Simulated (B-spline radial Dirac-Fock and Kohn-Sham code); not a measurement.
## Photoabsorption cross section of Lu³⁺ by shell

System: the Lu³⁺ ion in the configuration [Xe] 4f14.

Input file task.json (cfg lists n, l and occupation; rrms is the nuclear radius in fm):

```json
{"items": [{
  "Z": 71,
  "q": 3,
  "cfg": [[1, 0, 2], [2, 0, 2], [2, 1, 6], [3, 0, 2], [3, 1, 6], [3, 2, 10], [4, 0, 2], [4, 1, 6], [4, 2, 10], [4, 3, 14], [5, 0, 2], [5, 1, 6]],
  "A": 175,
  "rrms": 5.37,
  "do": ["binding", "quiet", "photo"],
  "hv": [41.2, 47.8, 105.0, 190.0, 330.0, 412.0, 522.0, 550.0, 620.0, 944.0, 1230.0, 1240.0, 1250.0, 1290.0, 1480.0, 1510.0, 2800.0, 4530.0, 7190.0, 8740.0, 9250.0, 9670.0, 78700.0]
}]}
```

Command: `python xray_run.py task.json out`

Model: the independent-particle Dirac-Slater model, thresholds from Dirac-Fock. Program: a B-spline atomic structure program.

Computed thresholds (eV): K 63346.2, L1 10913.7, L2 10386.1, L3 9281.2, M1 2534.8, M2 2303.4, M3 2064.5, M4 1676.9, M5 1625.9, N1 549.0, N2 454.3, N3 400.3, N4 244.5, N5 234.6, N6 42.73, N7 41.29, O1 98.03, O2 68.84, O3 61.71.

```csv
photon energy (eV),total (b),K (%),L (%),M (%),N (%),O (%)
47.8,2.582e+06,–,–,–,100.0,–
105,7.456e+06,–,–,–,92.9,7.1
190,6.744e+06,–,–,–,96.6,3.4
330,4.366e+06,–,–,–,97.1,2.9
412,3.643e+06,–,–,–,97.3,2.7
522,2.709e+06,–,–,–,97.2,2.8
550,2.508e+06,–,–,–,97.1,2.9
620,2.156e+06,–,–,–,97.1,2.9
944,1.040e+06,–,–,–,96.6,3.4
1230,622800,–,–,–,96.2,3.8
1240,612800,–,–,–,96.2,3.8
1250,603000,–,–,–,96.1,3.9
1290,566000,–,–,–,96.1,3.9
1480,426700,–,–,–,95.8,4.2
1510,409200,–,–,–,95.8,4.2
2800,586700,–,–,82.1,16.9,1.0
4530,181900,–,–,81.5,17.2,1.3
7190,56320,–,–,80.9,17.5,1.6
8740,33890,–,–,80.6,17.6,1.8
9250,29210,–,–,80.5,17.7,1.8
9670,69520,–,62.6,30.1,6.6,0.7
78700,2057,81.5,14.4,3.2,0.8,0.1
```

Run: 6.6 s of CPU time on 1 thread of Neoverse-N1 (shared host), peak memory 0.43 GiB.
